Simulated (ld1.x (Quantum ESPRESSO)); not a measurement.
What one change does to a pseudopotential (H (Z = 1), ultrasoft)

```json
{
  "Element": "H (Z = 1)",
  "Generator": "ld1.x (Quantum ESPRESSO) 7.5",
  "Type": "ultrasoft",
  "Functional": "PBE",
  "Relativity": "scalar-relativistic",
  "Frozen core": "none",
  "Valence charge": "1",
  "Reference configuration": "1s1",
  "Partial waves": "1s (bound): rcut 1.05, rcutus 1.40 bohr; 1s channel at -0.1 Ry: rcut 1.05, rcutus 1.40 bohr; 2p channel at 0.1 Ry: rcut 1.10, rcutus 1.30 bohr; 2p channel at 0.85 Ry: rcut 1.10, rcutus 1.30 bohr",
  "Local potential": "all-electron potential smoothed inside 1.10 bohr (lloc = -1)",
  "Core correction": "none",
  "Augmentation charge": "PSQ, radius 1.10 bohr"
}
```

Change: all radii scaled by about 1.33 (s 1.86, p 1.72 bohr, rcut 1.40/1.46); local potential all-electron potential smoothed inside 1.46 bohr (lloc = -1); augmentation PSQ, radius 1.46 bohr.

Cutoffs: the cutoffs (Ry, on a coarse ladder) from which the occupation-weighted sum of valence levels, in a spherical-Bessel basis at the reference potential, stays within 10 and 1 mRy of its value at 400 Ry; they do not see the model core or the augmentation charge, which bear on the density cutoff. Errors are all-electron minus pseudo energies relative to the spin-unpolarised reference configuration.

**Question.** What does the change do?

**Answer.** The potential gets softer (12 Ry and 21 Ry → 10 Ry and 12 Ry); neither file shows a bound ghost. A larger radius leaves more room for a smooth pseudo-wave, so fewer plane waves are needed.

```json
{"quantity": "cutoff, loose", "base": "12 Ry", "changed": "10 Ry"}
{"quantity": "cutoff, tight", "base": "21 Ry", "changed": "12 Ry"}
{"quantity": "bound ghosts", "base": "none", "changed": "none"}
{"quantity": "error for 1s0.5, meV [ΔE 4.76 eV]", "base": "-0.4", "changed": "+8.9"}
{"quantity": "lowest overlap eigenvalue by channel", "base": "s 0.99, p 0.98", "changed": "s 0.92, p 0.97"}
```
